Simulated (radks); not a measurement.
Question: The table gives one normalised radial function P(r) = r R(r) of Ba+ in [Xe] 6s1 (r in bohr). Calculated with a radial shooting solver on a logarithmic mesh with Libxc functionals: scalar-relativistic Kohn-Sham, PBE, spin-unpolarised, spherical densities, point nucleus.

r,P
0.0008933,0.0005
0.001211,0.0008
0.001654,0.0014
0.002242,0.0024
0.003038,0.0040
0.004117,0.0068
0.005625,0.0116
0.007623,0.0193
0.01033,0.0317
0.01411,0.0513
0.01913,0.0791
0.02592,0.1157
0.03513,0.1564
0.048,0.1880
0.06505,0.1826
0.08816,0.1101
0.1204,-0.0438
0.1632,-0.2156
0.2212,-0.2773
0.2998,-0.1097
0.4096,0.2332
0.5551,0.4283
0.7523,0.2104
1.028,-0.3329
1.393,-0.7629
1.888,-0.8080
2.559,-0.5365
3.495,-0.2250
4.737,-0.0595
6.42,-0.0085
8.771,-0.0005
11.89,0.0000

Which n and l does it have? It may be an empty orbital.

Answer: n = 5, l = 1: the number of nodes gives n - l - 1 = 3, the rise at small r (about r^(l+1), flatter next to the nucleus through relativity) gives l, and the extent must fit the shell. The curve is that of 5p. 5p: eigenvalue -24.361 eV, 3 radial nodes at r = 0.112, 0.334, 0.857 bohr, <r> = 1.91 bohr, 90 % of the charge inside 2.79 bohr.
